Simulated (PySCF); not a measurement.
PySCF 2.14 output of an unrestricted PBE0 calculation on a single atom or ion in aug-cc-pVTZ with one added diffuse shell each of s, p, d, f type (6s5p4d3f, 62 functions), with the non-relativistic Hamiltonian (point nucleus):

```
SCF conv_tol = 1e-09
number electrons alpha = 6  beta = 2
    C. Adamo and V. Barone.,  J. Chem. Phys. 110, 6158 (1999)
    M. Ernzerhof and G. E. Scuseria.,  J. Chem. Phys. 110, 5029 (1999)
cycle= 1 E= -97.5532409250498  delta_E= -0.00459  |g|= 0.00936  |ddm|= 0.156
cycle= 2 E= -97.5532783084664  delta_E= -3.74e-05  |g|= 0.00136  |ddm|= 0.0192
cycle= 3 E= -97.553279586914  delta_E= -1.28e-06  |g|= 0.000439  |ddm|= 0.00431
cycle= 4 E= -97.5532796602962  delta_E= -7.34e-08  |g|= 5.4e-05  |ddm|= 0.000776
cycle= 5 E= -97.5532796673436  delta_E= -7.05e-09  |g|= 7.04e-06  |ddm|= 0.000245
cycle= 6 E= -97.5532796675087  delta_E= -1.65e-10  |g|= 6.29e-07  |ddm|= 3.96e-05
converged SCF energy = -97.5532796675087  <S^2> = 6.0013361  2S+1 = 5.0005344
```

The run itself started from symmetry-adapted Hartree-Fock orbitals and held the occupation by maximum overlap, on a logarithmic radial grid, so the iterations belong to that start.

**Question.** Which element, charge and spin multiplicity is this?

**Answer.** F+ (fluorine, charge +1), multiplicity 5; the state was [He] 2s1 2p4 3s1, high-spin 5P determinant (an excited configuration).

The outer electron is Rydberg-like, and this basis confines it to a smaller radius and binds it less than a complete one would.
